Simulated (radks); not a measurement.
The numbers below are computed, except where a source is named.
Excited configurations of Cl+: one electron is placed in a higher orbital outside [Ne] 3s2 3p3. The ground configuration is [Ne] 3s2 3p4. Level of theory: scalar-relativistic Kohn-Sham, PBEsol, spin-polarised, spherical densities, point nucleus; open shells are filled with parallel spins first (a radial shooting solver on a logarithmic mesh with Libxc functionals). Excitation = E - E(ground); binding = E(ion) - E, where the ion is the core of charge +2; n* = 2/sqrt(2 binding) in atomic units, and the quantum defect is n - n*.

\begin{tabular}{lrrrrr}
outer orbital & excitation (eV) & binding (eV) & n* & quantum defect & <r> (bohr) \\ \hline
3d & 13.222 & 10.379 & 2.290 & 0.710 & 2.604 \\
4p & 15.581 & 8.020 & 2.605 & 1.395 & 4.865 \\
4f & 20.023 & 3.578 & 3.900 & 0.100 & 8.564 \\
5p & 19.226 & 4.376 & 3.527 & 1.473 & 9.351 \\
5d & 20.505 & 3.096 & 4.193 & 0.807 & 12.39 \\
5f & 21.191 & 2.410 & 4.752 & 0.248 & 14.65 \\
6s & 20.417 & 3.184 & 4.134 & 1.866 & 13.45 \\
6p & 20.846 & 2.755 & 4.444 & 1.556 & 15.15 \\
6d & 21.497 & 2.104 & 5.086 & 0.914 & 19.11 \\
6f & 21.873 & 1.728 & 5.612 & 0.388 & 22.02 \\
\end{tabular}

The Delta-SCF ionisation energy is 23.601 eV (NIST Atomic Spectra Database: 23.814 eV, measured). Self-interaction in the functional shifts the binding energies and quantum defects, so they are the method's values and not measured ones. Open shells are spherical and high-spin; term and fine-structure splittings are not resolved.
